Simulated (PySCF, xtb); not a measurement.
## Two isomers of CH2BBr

We compare a, `B=CBr`, a singlet, with b, the triplet with the links of `C=BBr`. Both are isolated molecules in the gas phase, relaxed with B3LYP/6-31G*.

a (Å):

```xyz
5

C    -0.8435   -0.1692    0.0022
B     0.0774    0.8192   -0.2956
Br   -0.0506   -1.3560    1.3293
H    -1.8443   -0.4410   -0.2964
H     0.8940    1.6330   -0.5106
```

b (Å):

| atom | x (Å) | y (Å) | z (Å) |
| --- | --- | --- | --- |
| C | 0.5996 | -0.6852 | 0.2923 |
| B | -0.1272 | 0.2485 | -0.6548 |
| Br | 0.2698 | 2.1157 | -0.8559 |
| H | 0.3390 | -1.7398 | 0.3706 |
| H | 1.4161 | -0.3712 | 0.9460 |

Q: Estimate which is lower in electronic energy at CCSD(T)/def2-TZVP, and by roughly how much.

A: The CCSD(T)/def2-TZVP calculation puts structure a lower, by 8.8 kcal/mol.

How the difference moves with the method:

| level | geometry | E(b) − E(a) (kcal/mol) | departure from the last row (kcal/mol) | job, with rough time for the two |
| --- | --- | --- | --- | --- |
| B3LYP/6-31G* | B3LYP/6-31G* | +5.9 | −2.9 | optimisation, 2.3 min |
| HF/def2-TZVP | B3LYP/6-31G* | −16.0 | −24.8 | part of the CCSD(T) run |
| MP2/def2-TZVP | B3LYP/6-31G* | +9.8 | +1.0 | part of the CCSD(T) run |
| CCSD(T)/def2-TZVP | B3LYP/6-31G* | +8.8 |  | single point, 13 min |

As drawn, b has 1 B–Br, 1 C–H in place of 1 C–Br, 1 B–H.

HF/def2-TZVP puts the two in the other order. The largest departure from CCSD(T)/def2-TZVP is that of HF/def2-TZVP, 24.8 kcal/mol. At CCSD(T)/def2-TZVP a singlet with the links of b lies below this triplet. Levels run at GFN2-xTB geometries aren't shown.

With thermal terms from frequencies at re-optimised GFN2-xTB minima (ideal gas, soft modes damped towards free rotors, one conformer each, 298.15 K, 1 atm): on the last row, ΔE + ΔZPE = +9.5, ΔH = +9.3, ΔG = +9.8 kcal/mol.

Open shells are spin-unrestricted. The correlated steps freeze 11 core orbitals; the filled d shell of Br is correlated, in a basis made for valence electrons. ΔG holds the spin degeneracy. Run with PySCF 2.14.0, xtb 6.7.1 (Pople sets with spherical d functions); the last row on 2 threads of Arm Neoverse N1 on a shared host.
